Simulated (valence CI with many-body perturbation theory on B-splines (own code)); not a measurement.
Energy levels of Sb XXX

Computed by relativistic CI+MBPT: four valence electrons over a frozen Dirac-Fock core [Ar], a basis of 9 s, 9 p, 10 d, 8 f, 5 g, 3 h, 1 i functions for each j, with the one-electron correlation potential Σ1, the two-electron term Σ2, the three-electron term Σ3, Breit, model QED; selected CI, second order for the rest (own B-spline code, finite nucleus).

The last digits are not significant, and no measured levels were compared; by estimate large intervals hold to a few tenths of a per cent, small ones and those within an open d or f shell to about a per cent. Core correlation moves these levels by up to 8100 cm⁻¹, and in measured spectra 5 to 20 % of such shifts remained as error; rates that hang on mixing are uncertain with them. Only levels of the ground parity were solved; by the run's estimate the other parity begins above the list, which can be wrong where configurations are misplaced.

Levels 1 to 34 of 34, with energies above the lowest level, (3d3/2^4) J=0. "Leading %" is the weight of the configuration and term that name the level; weights of strongly mixed levels are sums over their largest components and can fall short. In the jj column 3d3/2^4 stands for four electrons in 3d with j = 3/2. Lifetimes count E1, E2, E3, M1 and M2 decay at the calculated energies, and are blank where another channel may lead or the interval is too uncertain; long ones can be off by a factor of two.

```tsv
No.	Configuration	Term	J	E (cm⁻¹)	Leading %	Leading jj	Lifetime
1	3d4	5D	0	0	48	3d3/2^4 (89 %)	
2	3d4	5D	1	53443	76	3d3/2^3 3d5/2 (91 %)	193 μs
3	3d4	5D	2	88934	83	3d3/2^3 3d5/2 (49 %)	540 μs
4	3d4	5D	3	110080	71	3d3/2^3 3d5/2 (47 %)	3.02 ms
5	3d4	5D	4	112130	36	3d3/2^3 3d5/2 (78 %)	7.68 s
6	3d4	5D	0	159310	50	3d3/2^2 3d5/2^2 (85 %)	24.6 μs
7	3d4	3H	4	168920	46	3d3/2^2 3d5/2^2 (72 %)	144 μs
8	3d4	3G	3	190370	59	3d3/2^2 3d5/2^2 (56 %)	84.6 μs
9	3d4	3F	2	192990	54	3d3/2^2 3d5/2^2 (61 %)	51.4 μs
10	3d4	3H	5	204190	73	3d3/2^2 3d5/2^2 (99 %)	219 μs
11	3d4	3P	1	209860	65	3d3/2^2 3d5/2^2 (76 %)	42.2 μs
12	3d4	3H	6	217860	64	3d3/2^2 3d5/2^2 (94 %)	36.9 ms
13	3d4	3G	4	236800	66	3d3/2^2 3d5/2^2 (90 %)	364 μs
14	3d4	3D	2	243140	45	3d3/2^2 3d5/2^2 (84 %)	256 μs
15	3d4	3D	3	248830	43	3d3/2^2 3d5/2^2 (75 %)	
16	3d4	3F	4	264300	41	3d3/2 3d5/2^3 (65 %)	37.2 μs
17	3d4	3F	3	287210	45	3d3/2 3d5/2^3 (84 %)	29.5 μs
18	3d4	3P	2	290270	34	3d3/2^2 3d5/2^2 (52 %)	30.8 μs
19	3d4	3G	5	305150	73	3d3/2 3d5/2^3 (99 %)	69.4 μs
20	3d4	3D	1	312160	78	3d3/2 3d5/2^3 (82 %)	21.6 μs
21	3d4	1I	6	314560	64	3d3/2 3d5/2^3 (94 %)	70.0 μs
22	3d4	3F	4	337610	53	3d3/2^2 3d5/2^2 (70 %)	
23	3d4	1S	0	344630	65	3d3/2 3d5/2^3 (82 %)	30.9 μs
24	3d4	3P	2	347920	56	3d3/2^2 3d5/2^2 (53 %)	42.9 μs
25	3d4	1F	3	363560	52	3d3/2 3d5/2^3 (87 %)	
26	3d4	3P	2	372410	47	3d3/2^2 3d5/2^2 (56 %)	42.6 μs
27	3d4	1G	4	415920	43	3d5/2^4 (68 %)	17.1 μs
28	3d4	3F	3	425460	73	3d3/2 3d5/2^3 (98 %)	
29	3d4	3P	1	430240	96	3d3/2 3d5/2^3 (94 %)	26.9 μs
30	3d4	1D	2	432080	41	3d5/2^4 (50 %)	26.9 μs
31	3d4	3P	0	447510	73	3d3/2^2 3d5/2^2 (57 %)	
32	3d4	1G	4	448200	61	3d3/2 3d5/2^3 (80 %)	26.9 μs
33	3d4	1D	2	530200	84	3d3/2 3d5/2^3 (44 %)	19.8 μs
34	3d4	1S	0	649130	85	3d5/2^4 (51 %)	9.64 μs
```

The ionisation energy to 3d3 4F_3/2 of the next ion comes out as 1698.1 eV (NIST: 1698 ± 4 eV (theoretical)). All 34 levels together are meant to be complete up to 675090 cm⁻¹.
